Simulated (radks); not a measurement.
The numbers below are computed, except where a source is named.
Fractional charge and spin in the 4s shell of germanium: the spin-up occupation runs from 0 to 1 and the spin-down occupation from 0 to 1; the fullest corner is Ge+, [Ar] 3d10 4p(up 0.5, down 0.5) 4s(up 1, down 1). Code: a radial shooting solver on a logarithmic mesh with Libxc functionals. Model: non-relativistic Kohn-Sham, PBE, spin-polarised, spherical densities, point nucleus. Energy (eV) minus the two flat planes that join the four corners (they meet along the diagonal where the two added fractions sum to one electron); zero is where a piecewise linear energy would lie.

down \ up       0    0.25     0.5    0.75       1
0           0.000  -0.976  -1.297  -0.970   0.000
0.25       -0.976  -1.212  -0.804   0.240  -0.897
0.5        -1.297  -0.804   0.321  -0.742  -1.190
0.75       -0.970   0.240  -0.742  -1.115  -0.887
1           0.000  -0.897  -1.190  -0.887   0.000

Corners above the fullest one (they belong to Ge2+ and the next ion): (up 1, down 0) 24.180 eV, (up 0, down 1) 24.180 eV, (up 0, down 0) 59.605 eV. With half an added electron in each spin the energy lies 0.321 eV from the planes, and with half an added electron in spin up alone -1.297 eV. The planes are only a guide here: the flat-plane condition holds for ground states with one frontier orbital, while this shell lies below other occupied shells, so the corners above the fullest one are inner-hole states and not the ground states of those ions.
